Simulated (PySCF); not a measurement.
TiCl4, SMILES [Cl][Ti]([Cl])([Cl])[Cl], multiplicity 1. Coordinates come from a PBE-D3(BJ)/def2-SVP optimisation. The multiplicity is an assumed one; no other spin state was optimised. The isomer is the one that the SMILES or the coordinates give; other isomers of the formula were not compared.

Question: Give the equilibrium geometry at PBE-D3(BJ)/def2-SVP (PySCF confirms it by a frequency run) as bond lengths and angles, and its point group. (The exact figures need the calculation; the answer reports its results.)

Answer: point group Td.
Atoms: Ti1 Cl2 Cl3 Cl4 Cl5. Bonded distances (Å): Ti1–Cl2 2.173, Ti1–Cl3 2.173, Ti1–Cl4 2.173, Ti1–Cl5 2.173. Bond angles (°): Cl2–Ti1–Cl3 109.5, Cl2–Ti1–Cl4 109.5, Cl2–Ti1–Cl5 109.5, Cl3–Ti1–Cl4 109.5, Cl3–Ti1–Cl5 109.5, Cl4–Ti1–Cl5 109.5.
Charge 0, spin multiplicity 1.
